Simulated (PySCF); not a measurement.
Compound: C5H3NO.
Atom-mapped SMILES: `[N:1]#[C:2][c:3]1[cH:4][cH:5][o:6][cH:7]1` (hydrogens: H8 on C4; H9 on C5; H10 on C7)

Method used: PBE0-D3(BJ)/def2-SVP geometry optimisation, gas phase in PySCF 2.14.0.

(1) List the bond lengths and angles at this level.

Results:

(1) 
```tsv
bond	length (pm)
N1≡C2	115.9
C2–C3	142.0
C3–C4	143.8
C4–C5	135.9
C5–O6	135.2
O6–C7	133.6
C3–C7	137.2
C4–H8	108.7
C5–H9	108.7
C7–H10	108.7
```

A selection of angles:
```tsv
angle	degrees
N1–C2–C3	179.7
C2–C3–C4	127.6
C2–C3–C7	126.5
C4–C3–C7	105.9
C3–C4–C5	105.4
C3–C4–H8	126.9
C5–C4–H8	127.6
C4–C5–O6	110.5
C4–C5–H9	133.3
O6–C5–H9	116.2
C5–O6–C7	108.1
O6–C7–H10	117.4
C3–C7–O6	110.0
C3–C7–H10	132.6
```

The C–C distances run from 1.359 Å (C4–C5, aromatic) to 1.438 Å (C3–C4, aromatic), a spread of 0.079 Å. O6 (furan-type oxygen) is bent (angle 108.1°). The 5-membered ring C3–C4–C5–O6–C7 has internal angles of 105.4° to 110.5° (sum 540°, against 540° for a flat polygon); it is planar, 0.00 Å rms from its mean plane, widest ring torsion 0°. The 7 heavy atoms lie in one plane (0.000 Å rms).

Point group: Cs (every atom within 0.08 Å of its image). Whether it is a minimum is left open (no frequencies).
